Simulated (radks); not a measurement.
Valence configurations of Ba (all share [Xe]). Method: Dirac Kohn-Sham, PBE, spin-unpolarised, spherical densities, point nucleus; open shells are shared between the two j in proportion to 2j + 1; computed with a radial shooting solver on a logarithmic mesh with Libxc functionals. Order these by energy: 4f1 6s1; 4f0.5 6s1.5; 5d0.5 6s1.5; 4f2; 5d1 6s1; 4f1 6p1; 6s2; 6p2; 6s1 6p1.

Answer. From the lowest, in eV above it: 6s2 0.000; 5d0.5 6s1.5 0.639; 5d1 6s1 1.334; 4f0.5 6s1.5 1.936; 6s1 6p1 2.024; 6p2 4.128; 4f1 6s1 4.181; 4f1 6p1 6.426; 4f2 8.875. NIST lists [Xe] 6s2 as the ground configuration; this level of theory agrees among the configurations tried. The energies are those of spherical spin-averaged densities, not of single terms.
